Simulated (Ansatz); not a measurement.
Computed with Ansatz on PBE0-D4/def2-TZVP structures; ΔE is electronic, products minus reactants. CBS: MP2 limit from def2 TZ/QZ plus the TZ coupled-cluster correction, frozen cores. This one scheme is used for every species. Functionals use def2-TZVPP. B3LYP here is the variant with VWN-RPA as its local correlation; programs differ in this. For Ga outer-core shells are correlated without core-valence functions, which leaves a few kJ/mol of doubt a bond. Scalar relativity is left out up to krypton. One conformer a species, not always the lowest.

`O=C=[N][Ga]([Cl])[Cl]` + `C#N` → `N#[C][Ga]([Cl])[Cl]` + `N=C=O`  (formal exchange of groups at a Ga–N bond)

CCSD(T)/CBS gives +0.45 eV.

Question: Another level gave +0.46 eV. Which?
A. HF/def2-TZVPP
B. PBE-D4/def2-TZVPP
C. SCS-MP2/def2-TZVPP
D. B3LYP/def2-TZVPP

Answer: C. SCS-MP2/def2-TZVPP 0.46, B3LYP 0.40, PBE-D4 0.35, HF/def2-TZVPP 0.55 eV.

Largest T1 diagnostic among the species: 0.018.

Leaving LDA and LC-ωPBE aside and taking each functional with its dispersion term where it has one, the values, not all of them listed here, spread over 0.14 eV, from PBE-D4 to BHLYP-D4. From r2SCAN to r2SCAN0 (25 % exact exchange), in def2-TZVPP and without D4, ΔE moves by +0.03 eV. In def2-TZVPP, CCSD(T) changes the Hartree–Fock value by −0.11 eV (the triples alone add −0.02 eV) and MP2 by −0.09 eV.
